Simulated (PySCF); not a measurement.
# From computed data to an observable: oscillator strength and radiative lifetime

Sb(Cl)2(Me) (CH3Cl2Sb), SMILES [Sb]([Cl])([Cl])[CH3].

The structure is a stationary point at B3LYP-D3(BJ)/def2-SVP. A frequency run showed that this geometry is not a minimum. The structure was generated by enumeration; whether it is a known compound was not checked. The def2 effective core potentials stand for the cores of Sb; spin–orbit coupling is left out.

TDDFT-ωB97X/def2-SVPD (PySCF) puts the first singlet state with f over 0.02 at 4.83 eV (vertical), with the transition dipole (-0.319, -0.570, 0.000) in atomic units.

**Question.** Find the oscillator strength, the wavelength and the radiative lifetime that this transition would have in vacuum if emission retraced absorption.

**Answer.** 
|μ|² = 0.4267 au, so |μ| = 1.66 D. ΔE = 4.83/27.211 = 0.1775 hartree. f = (2/3) ΔE |μ|² = 0.050 (the program prints 0.050).
λ = 1239.84/4.83 = 257 nm; ν = 38957 cm⁻¹.
Einstein's coefficient A = 0.6670 ν² f s⁻¹ (ν in cm⁻¹) = 5.1e7 s⁻¹, so τ = 1/A = 20 ns. This state is S1. The figure is the radiative limit of this one transition; relaxation, internal conversion, crossing to triplets and a medium change what is measured.
